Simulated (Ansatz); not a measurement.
A nudged elastic band was laid between two geometries of C₂H₅FSi (9 atoms, charge 0, multiplicity 1).

These are results of Ansatz, RKS PBE0-D4/def2-SVP, not measurements.

```yaml
movable_images: 5
climbing_image: yes
spring: 5.0 eV/Å²
optimiser: lbfgs
start_path: IDPP
force_threshold: 0.05 eV/Å
iteration_limit: 60
end_points: relaxed
largest_step: 0.5 Å
```

Initial state:

```xyz
9
Properties=species:S:1:pos:R:3
C -0.384 0.801 -0.299
C 0.089 -0.248 0.700
Si 1.184 -1.678 0.090
F 0.891 -1.566 -1.526
H -0.877 0.333 -1.163
H -1.093 1.513 0.152
H 0.461 1.386 -0.694
H -0.775 -0.790 1.147
H 0.592 0.203 1.577
```

Final state:

```xyz
9
Properties=species:S:1:pos:R:3
C -0.478 1.023 -0.304
C 0.034 -0.270 0.321
Si 1.137 -1.350 -0.792
F 1.416 -2.562 0.284
H -1.082 0.828 -1.205
H -1.109 1.599 0.391
H 0.350 1.682 -0.612
H -0.798 -0.920 0.658
H 0.618 -0.076 1.243
```

Q: What changes between the two ends?

A: No bond is made or broken. The dihedral C1–C2–Si3–F4 goes from -17 to 180°.

Q: Give the energies along the band, and the barrier.

A: It converged. The highest image is number 3 of 0 to 6, 1.5 kcal/mol above the first end and 1.1 kcal/mol above the last; the last end lies 0.4 kcal/mol above the first. Another band between the same ends (5 images) ends at a top of the same energy, where a vibrational analysis finds 1 clearly imaginary mode.

```
image  path coordinate (Å)  energy (kcal/mol)  dihedral C1–C2–Si3–F4 (°)
    0                 0.00                0.0                        -17
    1                 0.59                0.4                        -46
    2                 1.19                1.2                        -81
    3                 1.78                1.5                       -110
    4                 2.28                1.2                       -133
    5                 2.78                0.7                       -156
    6                 3.28                0.4                        180
```

Q: What is the geometry of the highest image?

A: 
```xyz
9
Properties=species:S:1:pos:R:3
C -0.258 1.014 -0.200
C 0.006 -0.312 0.525
Si 1.391 -1.294 -0.345
F 0.509 -2.532 -0.971
H -0.663 0.853 -1.212
H -0.988 1.635 0.343
H 0.659 1.617 -0.309
H -0.912 -0.920 0.594
H 0.345 -0.106 1.558
```

The run took 4.2 min on 1 CPU thread of a shared host.
